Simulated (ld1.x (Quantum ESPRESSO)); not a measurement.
How hard is this germanium TM semilocal potential?

Ge (Z = 32), norm-conserving Troullier–Martins (semilocal form), made with ld1.x (Quantum ESPRESSO) 7.5 (PBE, scalar-relativistic). Core [Ar], reference 3d10 4s2 4p0 (charge +2). Waves: 4s (bound): rc 1.85 bohr; 3d (bound): rc 1.05 bohr; 4p (bound, empty): rc 2.15 bohr. Local part: the p channel. Core correction: a·sin(br)/r model core, default radius (core density twice the valence density).

The pseudo-atom Hamiltonian at the reference potential is diagonalised in spherical Bessel functions j_l(qr) that vanish at 20 bohr, with q² up to the cutoff. All-electron valence levels (Ry): 4s -2.1498, 3d -3.6157, 4p -1.4557.

Q: How do the lowest levels (Ry) of each channel move with the cutoff, and are there ghosts?

A:

```csv
cutoff (Ry),s #1,s #2,d #1,d #2,p #1,p #2,Σ f·Δε (mRy)
8,-2.0852,-0.6972,-0.7855,-0.3420,-1.4466,-0.5277,28453.6
18,-2.1427,-0.7160,-0.8868,-0.3739,-1.4550,-0.5296,27325.4
35,-2.1486,-0.7173,-1.0151,-0.4117,-1.4556,-0.5298,26030.7
55,-2.1495,-0.7176,-1.3376,-0.4856,-1.4557,-0.5298,22803.6
90,-2.1498,-0.7176,-2.4901,-0.6028,-1.4557,-0.5298,11278.3
140,-2.1498,-0.7176,-3.4647,-0.6465,-1.4557,-0.5298,1532.2
230,-2.1498,-0.7176,-3.6173,-0.6524,-1.4557,-0.5298,6.1
400,-2.1498,-0.7176,-3.6179,-0.6524,-1.4557,-0.5298,0.0
```

Result: no extra level below or beside the all-electron valence levels (s, d, p tested); the semilocal form is local in each channel, so this says nothing of the separable form that plane-wave codes build from it; 10 mRy is reached at 230 Ry and 1 mRy at over 300 Ry.

Its largest configuration-test error is -686 meV.
